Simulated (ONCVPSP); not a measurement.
Configuration tests for Ni (Z = 28) (ONCV)

* Element: nickel (Ni)
* Generator: ONCVPSP 4.0.1
* Type: optimised norm-conserving Vanderbilt (ONCV)
* Functional: PW91
* Relativity: scalar-relativistic
* Frozen core: [Ne]
* Valence charge: 18
* Reference configuration: 3s2 3p6 3d8 4s2
* Partial waves: 3s+4s: rc 1.15 bohr, ncon 3, nbas 7, qcut 10.2 1/bohr, 2 projectors; 3p: rc 0.95 bohr, ncon 4, nbas 7, qcut 14.1 1/bohr, 1 projector; 3d: rc 1.65 bohr, ncon 4, nbas 9, qcut 11.6 1/bohr, 2 projectors, debl 3.2 Ha
* Local potential: polynomial inside 0.60 bohr (lpopt 5, dvloc0 -1 Ha)
* Core correction: none

Energies are relative to the spin-unpolarised reference configuration 3s2 3p6 3d8 4s2; without spin polarisation the order of configurations can differ from experiment.

| valence configuration | charge | ΔE all-electron (eV) | error AE − PS (meV) |
| --- | --- | --- | --- |
| 3s2 3p6 3d8 4s0 | +2 | 26.802 | +9.2 |
| 3s2 3p6 3d7 4s0 | +3 | 64.379 | +30 |
| 3s2 3p6 3d7 4s2 4p1 | 0 | 10.584 | +105 |

(1) What are ΔE and the potential's error for 3s2 3p6 3d8 4s1?

Levels in the configuration 3s2 3p6 3d8 4s1:

```csv
level,all-electron (eV),pseudo (eV)
3s,-120.189,-120.197
3p,-80.582,-80.589
3d,-18.024,-18.044
4s,-13.252,-13.246
```

## Answers

(1) ΔE = 9.391 eV all-electron; the error (AE − PS) is +1.5 meV.
